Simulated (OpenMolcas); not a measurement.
**Ir3+: effect of the metal basis**

Ir3+ with its 6 nearest fluoride ions at 1.972 Å, on the Ga site of K2NaGaF6 (a = 8.246 Å, distance in the model lattice 1.938 Å). The rest of the host is ab initio model potentials to 7.6 Å and point charges beyond; the distance is set by hand and nothing relaxes.

```yaml
Program: OpenMolcas
Method: CASSCF
Spin-orbit_coupling: state interaction with AMFI integrals over the reference wave functions
```

Fixed: ligand basis ANO-RCC-VDZP, active space 6 electrons in 5 orbitals (5d), DKH2 Hamiltonian.

States (labels of O, the rotations of Oh). Energies in cm-1 above the lowest state or level, χT in cm3 K/mol; 10Dq and B are least-squares fits to the states below 45000 cm-1, weighted by degeneracy, with a free offset, and given where the rms deviation is under 5 % of |10Dq| (or 100 cm-1) and under 700 cm-1.

```tsv
Run	Metal basis	Ground state	First state of that spin	10Dq	B (rms of fit)	First gap with spin-orbit (degeneracies)	χT at 300 K	First state of another spin	Cost
A	ANO-RCC-VDZP	1A1	1T1 27693	29380	748 (121)	19738 (1, 2)	0.025	3T1 21613	roughly 50 core-seconds
B	ANO-RCC-VTZP	1A1	1T1 27233	29024	752 (89)	19171 (1, 2)	0.026	3T1 21074	roughly 40 core-seconds
```

Against A, |10Dq| changes by -1.2 % in B.

Costs are those of the RASSCF and RASSI steps.

Without dynamic correlation the repulsion within the d shell is too large (B by tens of per cent), so at a given field states of lower spin stand too high. With metal d orbitals alone the field can be off either way by tens of per cent. Ligand-to-metal charge-transfer states are missing. With no ligand orbital active B as a rule stays too high, so bands that hang on it stand too high and its fall with covalency is understated. The least metal-like active orbital is 77 % on the metal (Löwdin) and no ligand orbital is active, so the numbers are rough (holds for A). The least metal-like active orbital is 78 % on the metal (Löwdin) and no ligand orbital is active, so the numbers are rough (holds for B). No measured value stands beside these numbers; the geometry was set by hand and not optimised.
